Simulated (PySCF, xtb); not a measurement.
Ti(F)3(OH) (F3HOTi), SMILES [F][Ti]([OH])([F])[F], multiplicity 1.

GFN2-xTB (xtb) at its own geometry gives an orbital gap of 5.59 eV and a dipole moment of 3.68 D.

Geometry: PBE0-D3(BJ)/def2-SVP. A frequency run showed that this geometry is not a minimum. The multiplicity is an assumed one; other spin states were not compared. One conformer was computed; it need not be the lowest.

What does PBE/def2-TZVP run with PySCF give? (Estimate from the structure and the level; the computed values follow.)

gap 5.68 eV (levels -8.83 and -3.15 eV), dipole 2.79 D.
